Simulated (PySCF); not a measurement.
How methods differ on the ionisation energy of Ni

Ni [Ar] 3d8 4s2 (3F) → Ni⁺ [Ar] 3d9 (2D), as a difference of total energies. Calculation: PySCF 2.14, in pcseg-2 (6s4p3d2f1g, 56 functions); the non-relativistic Hamiltonian (point nucleus). Correlated levels: valence: [Ar] frozen. The calculations carry no spin-orbit coupling.

```tsv
method	ionisation energy (eV)
UHF	7.785
M06-L	7.341
LDA	7.006
MP2 (valence)	6.492
SCS-MP2 (valence)	6.716
```

Question: How much does correlation contribute at MP2 (valence)?

Answer: 6.492 − (7.785) = -1.293 eV, measured against UHF.

These non-relativistic numbers lack the scalar-relativistic shift.

The reference lies between the lowest fine-structure levels, while these numbers refer to the centres of the terms.

Errors of the correlated levels include the incompleteness of this basis and the frozen core.

MP2 underrates the near-degeneracy of ns² with np² in the lower species.

For comparison: 7.640 eV (measured; NIST Atomic Spectra Database, ionization energies).
